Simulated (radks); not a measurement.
Results of a calculation; reference values are marked as such.
Task: The mean radii <r> (bohr) of the occupied orbitals of an atom or ion are listed with their occupations. Level of theory: Dirac Kohn-Sham, PBEsol, spin-unpolarised, spherical densities, point nucleus (a radial shooting solver on a logarithmic mesh with Libxc functionals).

orbital  occ.    <r>
1s1/2       1  1.652

Name the element and its charge. Open shells, if any, fill j = l - 1/2 first.

Result: Z = 1, hydrogen, charge 0: H in 1s1. The 1s radius gives Z: for a bare nucleus <r> = (2 gamma + 1)/(2Z) with gamma = sqrt(1 - (Z/c)^2), 1.5 bohr for Z = 1, and the self-interaction of the functional makes it slightly larger (1.652 here). The occupations add up to 1, and the charge is Z minus that.
